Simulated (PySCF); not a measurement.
Rows and methods have been separated. Pair them.

Species: C3H7NSSi.
Atom-mapped SMILES: `[N:1]#[C:2][CH2:3][S:4][CH2:5][SiH3:6]` (hydrogens: H7, H8 on C3; H9, H10 on C5; H11, H12, H13 on Si6)

Cartesian coordinates in Å at the PBE0-D3(BJ)/def2-SVP level; atoms count from 1:
```
atom  x, y, z in Å
N1    -2.379    2.069   -0.390
C2    -2.099    1.031    0.039
C3    -1.682   -0.264    0.556
S4    -0.800   -1.262   -0.682
C5     0.612   -0.172   -1.036
Si6    1.916   -0.174    0.335
H7    -1.072   -0.116    1.461
H8    -2.565   -0.854    0.842
H9     0.248    0.839   -1.285
H10    1.056   -0.576   -1.961
H11    1.288    0.203    1.638
H12    2.501   -1.541    0.457
H13    2.998    0.809    0.023
```

The closed-shell ground state was solved 6 times with PySCF (density fitting, gas phase), always with PBE0, in these basis sets: 6-311+G(2d,p), STO-3G, def2-SVP, pcSseg-0, pcSseg-1 and pcSseg-2.

| row | total energy (Eh) | HOMO (eV) | LUMO (eV) | dipole (D) |
| --- | --- | --- | --- | --- |
| P | -860.1215 | -6.95 | -0.08 | 2.63 |
| Q | -860.5666 | -7.06 | -0.47 | 2.86 |
| R | -859.2527 | -7.22 | -0.23 | 2.85 |
| S | -860.4170 | -7.09 | -0.34 | 2.77 |
| T | -850.6127 | -3.77 | 3.62 | 2.66 |
| U | -860.5354 | -7.04 | -0.55 | 2.86 |

Problem. Which basis belongs to which row?

Solution. P = def2-SVP, Q = pcSseg-2, R = pcSseg-0, S = pcSseg-1, T = STO-3G, U = 6-311+G(2d,p). From the lowest total energy up: pcSseg-2 (328 functions) 0 eV; 6-311+G(2d,p) (220 functions) +0.85 eV; pcSseg-1 (151 functions) +4.07 eV; def2-SVP (127 functions) +12.11 eV; pcSseg-0 (76 functions) +35.75 eV; STO-3G (45 functions) +270.86 eV.

One conformer stands for the species.
